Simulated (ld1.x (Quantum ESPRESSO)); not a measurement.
Before and after: TM potential for H (Z = 1)

ld1.x (Quantum ESPRESSO) 7.5 input, shortened:

```
&input
   title='H', zed=1., rel=0, dft='PBESOL', iswitch=3,
   config='1s1 2p-2'
 /
 &inputp
   pseudotype=2, tm=.true., lloc=-2, rcloc=1.20,
   nlcc=.false.
 /
2
1S  1  0   1.00   0.00  1.55  1.55  0.0
2P  2  1  -2.00   0.40  1.45  1.45  0.0
 &test
   configts(1)='1s1'
 /
```

Change: all radii scaled by about 0.77 (s 1.20, p 1.12 bohr); local potential all-electron potential smoothed inside 0.92 bohr (lloc = -2).

Cutoffs: the cutoffs (Ry, on a coarse ladder) from which the occupation-weighted sum of valence levels, in a spherical-Bessel basis at the reference potential, stays within 10 and 1 mRy of its value at 400 Ry; they do not see the model core or the augmentation charge, which bear on the density cutoff. Errors are all-electron minus pseudo energies relative to the spin-unpolarised reference configuration.

Predict the effect on cutoff, ghosts and configuration errors.

The potential gets harder (15 Ry and 25 Ry → 21 Ry and 40 Ry); neither file shows a bound ghost. A smaller radius makes the pseudo-wave follow the all-electron one further in, where it bends more sharply, so more plane waves are needed.

| quantity | base | changed |
| --- | --- | --- |
| cutoff, loose | 15 Ry | 21 Ry |
| cutoff, tight | 25 Ry | 40 Ry |
| bound ghosts | none | none |
| error for 1s0.5, meV [ΔE 4.66 eV] | +4.2 | +1.3 |
